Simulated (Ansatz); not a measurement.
`FB[O][GeH3]` + `BO` → `BOBF` + `[OH][GeH3]` at 600 K and 1 bar (ligand exchange at a B–O bond).

Isolated molecules relaxed with PBE0-D4/def2-TZVP in Ansatz; ΔE leaves out vibrations. CCSD(T)/CBS is the MP2 limit (def2-TZVPP, def2-QZVPP) plus CCSD(T) − MP2 in def2-TZVPP, frozen cores. This one scheme is used for every species. For Ge outer-core shells are correlated without core-valence functions, which leaves a few kJ/mol of doubt a bond. Scalar relativity is left out up to krypton. One conformer a species, not always the lowest.

```tsv
species	CCSD(T)/CBS energy (Eh)	H − E (kJ/mol)	S (J/(mol·K))
`FB[O][GeH3]`	-2278.39547	165.6	403.3
`BO`	-101.80414	119.7	267.1
`BOBF`	-226.48924	151.1	350.3
`[OH][GeH3]`	-2153.69723	132.5	324.6
```

H − E and S are ideal-gas, rigid-rotor, harmonic terms from PBE0-D4/def2-TZVP, for one conformer and one mirror image of each species. 1 Eh = 2625.50 kJ/mol, R = 8.31446 J/(mol·K).

Question: By hand: ΔE, ΔH, ΔS and ΔG.

Answer: ΔE = (-226.48924) + (-2153.69723) − (-2278.39547) − (-101.80414) = 0.01314 Eh = 34.5 kJ/mol. Δ(H − E) = 151.1 + 132.5 − 165.6 − 119.7 = -1.7, so ΔH = 32.8 kJ/mol. ΔS = 350.3 + 324.6 − 403.3 − 267.1 = 4.5 J/(mol·K). ΔG = 32.8 − 600 × (4.5)/1000 = 30.1 kJ/mol.

Question: By hand: the equilibrium constant, and the temperature at which ΔG would vanish if ΔH and ΔS stayed fixed.

Answer: log₁₀ K = −ΔG/(RT ln 10) = -2.6. ΔG = 0 at ΔH/ΔS = 7289 K, far beyond where these terms or the molecules hold.

The number of gas molecules stays the same, so ΔS is small and ΔH decides. A doubt of 5 kJ/mol in ΔE shifts log₁₀ K by 0.4 here. Other conformers and mirror images would add mixing entropy, several J/(mol·K) or more a flexible species. These are equilibria of isolated gas molecules and say nothing of rates. Largest T1 diagnostic: 0.014 (customary marks: 0.02 for closed shells, 0.045 for open ones).
